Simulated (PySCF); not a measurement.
```xyz
19

B     -2.6165    -0.7758    -0.6338
C     -1.1851    -0.3206    -0.2927
C     -0.2662    -1.2809     0.1447
C      1.0536    -0.9457     0.4744
C      2.1306    -1.7759     0.9356
C      3.2730    -1.0703     1.1494
S      3.1081     0.6223     0.8056
C      1.4485     0.4103     0.3544
C      0.5640     1.4002    -0.0781
C     -0.7455     1.0431    -0.4011
C     -1.6304     2.0750    -0.8411
C     -2.3498     2.9798    -1.2102
H     -3.4575    -0.0021    -1.0171
H     -2.8939    -1.9475    -0.5108
H     -0.5924    -2.3207     0.2300
H      2.0438    -2.8508     1.0972
H      4.2328    -1.4506     1.4981
H      0.8819     2.4403    -0.1658
H     -2.9990     3.7699    -1.5387
```

Charge 0, multiplicity 1.

### Question
Give the Mulliken and meta-Löwdin atomic charges from PBE0-D3(BJ)/def2-TZVP // PBE0-D3(BJ)/def2-SVP in PySCF.

### Answer

| atom | Mulliken (e) | meta-Löwdin (e) |
|---|---|---|
| B1 | -0.08 | -0.04 |
| C2 | 0.07 | -0.10 |
| C3 | -0.30 | -0.07 |
| C4 | 0.22 | -0.01 |
| C5 | -0.27 | -0.15 |
| C6 | -0.13 | -0.24 |
| S7 | 0.06 | 0.28 |
| C8 | 0.09 | -0.09 |
| C9 | -0.30 | -0.12 |
| C10 | -0.07 | 0.02 |
| C11 | 0.05 | -0.03 |
| C12 | -0.10 | -0.21 |
| H13 | 0.03 | 0.02 |
| H14 | 0.00 | 0.00 |
| H15 | 0.13 | 0.13 |
| H16 | 0.14 | 0.14 |
| H17 | 0.16 | 0.15 |
| H18 | 0.13 | 0.14 |
| H19 | 0.18 | 0.18 |
